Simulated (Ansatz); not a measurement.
Input file for Ansatz (a program for electronic structure): R-wB97M-V/def2-TZVPPD on C2H6O2 (a complex). Files ending in .json are basis or fitting sets from the Basis Set Exchange.

Ansatz 0.2 input:
```yaml
crystal:
  periodic: [false, false, false]
  atoms:
    - {symbol: C, position_ang: [-0.06824196, 0.02252586, 0.09792465]}
    - {symbol: H, position_ang: [0.13407611, -0.23224213, -0.94107395]}
    - {symbol: H, position_ang: [0.63390243, -0.50677111, 0.74136427]}
    - {symbol: H, position_ang: [0.04871745, 1.09984186, 0.22239125]}
    - {symbol: H, position_ang: [-1.09088199, -0.27278662, 0.33653979]}
    - {symbol: O, position_ang: [1.12178895, -0.67055035, 3.58050977]}
    - {symbol: C, position_ang: [0.30283116, 0.05750317, 4.06433747]}
    - {symbol: O, position_ang: [-0.61750421, 0.75422688, 3.38031927]}
    - {symbol: H, position_ang: [0.19275095, 0.25478143, 5.13838101]}
    - {symbol: H, position_ang: [-0.49924853, 0.56296253, 2.43373375]}
basis:
  gaussian:
    orbitals: def2-TZVPPD.json
hamiltonian:
  xc: {name: wB97M-V}
scf: {lower_state_search: off}
```

### Question
Predict the final total energy.

### Answer
-230.2874 hartree.

### Question
How many basis functions does it have, and what does it roughly cost on one machine?

### Answer
256 functions; around 10 core-seconds (rough).
